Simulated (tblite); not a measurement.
Species: C₁₀H₁₆S.
Atom-mapped SMILES: `[CH3:1][S:2][C:3]1=[C:4]=[CH:5][CH2:6][CH2:7][CH2:8][CH2:9][CH2:10][CH2:11]1` (hydrogens: H12, H13, H14 on C1; H15 on C5; H16, H17 on C6; H18, H19 on C7; H20, H21 on C8; H22, H23 on C9; H24, H25 on C10; H26, H27 on C11)

A start from a force field or distance geometry was refined with tblite 0.8.0, GFN2-xTB geometry optimisation, gas phase. Values at the start:

```tsv
coordinate	start
C1–S2	1.803 Å
C1–H12	1.095 Å
S2–C3	1.729 Å
C3–C11	1.520 Å
C4=C5	1.309 Å
C5–H15	1.076 Å
C6–C7	1.536 Å
C6–H16	1.085 Å
C7–C8	1.541 Å
C7–H18	1.101 Å
C8–C9	1.523 Å
C8–H20	1.100 Å
C9–C10	1.529 Å
C9–H22	1.102 Å
C10–C11	1.535 Å
C11–H26	1.106 Å
S2–C3–C4	118.0°
S2–C3–C11	119.1°
C3–C4–C5	176.4°
C3–C11–C10	114.2°
C4–C3–C11	122.9°
C4–C5–C6	124.9°
C5–C6–C7	115.3°
C6–C7–C8	112.8°
C1–S2–C3–C4	68°
S2–C3–C11–C10	120°
C4–C5–C6–C7	4°
C9–C10–C11–C3	102°
```

Question: How do these coordinates change at the GFN2-xTB level?

Answer: 
```
   coordinate  GFN2-xTB (Å or °)  change
        S2–C3              1.785  +0.056
       C3–C11              1.503  -0.017
      C11–H26              1.090  -0.016
       C6–H16              1.095  +0.010
       C9–H22              1.093  -0.009
       C7–H18              1.092  -0.009
        C4=C5              1.300  -0.009
       C1–H12              1.086  -0.009
        C1–S2              1.811  +0.008
        C8–C9              1.530  +0.007
       C8–H20              1.093  -0.007
        C7–C8              1.534  -0.007
       C5–H15              1.082  +0.006
       C9–C10              1.535  +0.006
      C10–C11              1.541  +0.006
        C6–C7              1.531  -0.005
     C3–C4–C5              163.7   -12.7
    S2–C3–C11              113.3    -5.8
   C3–C11–C10              109.0    -5.2
     C4–C5–C6              120.5    -4.4
     C5–C6–C7              111.5    -3.8
     S2–C3–C4              121.7    +3.7
    C4–C3–C11              124.9    +2.0
     C6–C7–C8              111.1    -1.7
  C1–S2–C3–C4                  9     -59
S2–C3–C11–C10                 84     -36
  C4–C5–C6–C7                -19     -23
C9–C10–C11–C3                 92     -10
```

The energy falls by 31.6 kcal/mol over 138 L-BFGS steps, the largest force on an atom goes from 1.66 to 0.009 eV/Å, and the atoms move by 0.653 Å rms after alignment. The bond that changes most is S2–C3 (sulfide sulfur to outer carbon of cumulated double bonds), which lengthens by 0.056 Å. Bonds longer at the end by more than 0.005 Å: 8 of 27; shorter: 13. Among the dihedrals that turn most is C1–S2–C3–C4, from 68° to 9°. Rotational constants go from 1414, 668.8, 521.4 to 1266, 823.2, 589.0 MHz.

On one thread, Arm Neoverse V1 (aarch64), no GPU, on a shared host, this took 1.6 s of wall time.

Its GFN2-xTB frequencies are all real (lowest 49 cm⁻¹). One conformer, not necessarily the lowest.

The numbers are calculated, not measured.
